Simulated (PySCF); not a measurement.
## Electron correlation in Fe²⁺ (iron, charge +2)

[Ar] 3d6, high-spin 5D determinant. Computed with PySCF 2.14 in def2-QZVPPD, with no relativity, point nucleus. Frozen: [Ar]; 6 electrons correlated.

```tsv
level	correlation energy (mhartree)
CCSD	-130.79
(T)	-2.20
CCSD(T)	-132.99
```

Diagnostics: T1 = 0.0054, D1 = 0.0093, largest double amplitude 0.017.

Is a single reference adequate?

Yes: T1 lies below 0.03 and no double amplitude reaches 0.07.
